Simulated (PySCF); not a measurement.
Ta(F)4(NH2) (F₄H₂NTa), SMILES [NH2][Ta]([F])([F])([F])[F], multiplicity 1. Geometry: PBE-D3(BJ)/def2-SVP. The spin state was assumed, not searched. The structure was generated by enumeration; whether it is a known compound was not checked. The def2 effective core potentials stand for the cores of Ta; spin–orbit coupling is left out. One conformer was computed; it need not be the lowest.

All values below come from PBE-D3(BJ)/def2-SVP (PySCF).

Harmonic wavenumbers (cm⁻¹): 105, 116, 186, 189, 200, 227, 266, 429, 455, 626, 641, 675, 676, 680, 708, 1435, 3474, 3585. Rotational constants (GHz): 2.488, 2.144, 2.073; symmetry number 2.

**Question.** Work out the zero-point energy and the ideal-gas rigid-rotor harmonic-oscillator thermochemistry at 298.15 K and 1 atm.

**Answer.** ZPE = ½ Σ hcν = ½ × 14671 cm⁻¹ = 87.75 kJ/mol. H − E(el) = 111.97 kJ/mol. Entropy in J/(mol K): translation 178.70, rotation 110.41, vibration 85.56, total 374.67. G − E(el) = 0.26 kJ/mol. Cp = 121.90 J/(mol K). Modes under 150 cm⁻¹ make the vibrational entropy uncertain.
